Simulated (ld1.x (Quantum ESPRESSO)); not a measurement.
# An all-electron radial function and its pseudo partner (O)

Columns: radius, all-electron u(r) and pseudo u(r) of the 2p shell (level -9.14 eV) of oxygen in the configuration [He] 2s1.75 2p4.25; PBE, non-relativistic, TM scheme, ld1.x (Quantum ESPRESSO) 7.5.

```
r (bohr)  all-electron  pseudo
   0.053        0.0346  0.0165
   0.105        0.1117  0.0631
   0.158        0.2093  0.1376
   0.210        0.3096  0.2304
   0.262        0.4061  0.3349
   0.315        0.4960  0.4444
   0.368        0.5752  0.5483
   0.420        0.6420  0.6383
   0.473        0.6991  0.7134
   0.525        0.7449  0.7693
   0.578        0.7816  0.8090
   0.630        0.8086  0.8335
   0.683        0.8280  0.8471
   0.735        0.8400  0.8525
   0.788        0.8458  0.8526
   0.840        0.8463  0.8493
   0.893        0.8423  0.8432
   0.945        0.8346  0.8347
   0.998        0.8236  0.8236
   1.050        0.8103  0.8103
   1.102        0.7950  0.7950
   1.155        0.7777  0.7777
   1.208        0.7591  0.7591
   1.260        0.7400  0.7400
   1.313        0.7198  0.7198
   1.365        0.6995  0.6995
```

Task: How many radial nodes do the two functions have?

Result: The all-electron 2p function has n − l − 1 = 0; the pseudo-wave has 0.

Task: At about which radius was the pseudo-wave matched?

Result: 1.05 bohr. The columns agree to 0.0005 from 0.94 bohr on; several derivatives are matched, so the curves merge somewhat inside the radius.

Task: Is the pseudo-wave norm-conserving?

Result: Yes: the TM scheme keeps the norm inside the radius equal to the all-electron one, which fixes the energy derivative of the logarithmic derivative at the level.
